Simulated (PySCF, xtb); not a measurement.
Al(Me)2(F) (C2H6AlF), SMILES [CH3][Al]([F])[CH3].

GFN2-xTB run with xtb at its own geometry gives an orbital gap of 4.30 eV and a dipole moment of 2.52 D.

Geometry optimised at B3LYP-D3(BJ)/def2-SVP. The isomer is the one that the SMILES or the coordinates give; other isomers of the formula were not compared.

**Question.** What does CAM-B3LYP/def2-TZVP run with PySCF give? (An estimate is asked for; the answer gives what the named calculation found.)

**Answer.** gap 9.88 eV (levels -9.33 and 0.55 eV), dipole 1.94 D.
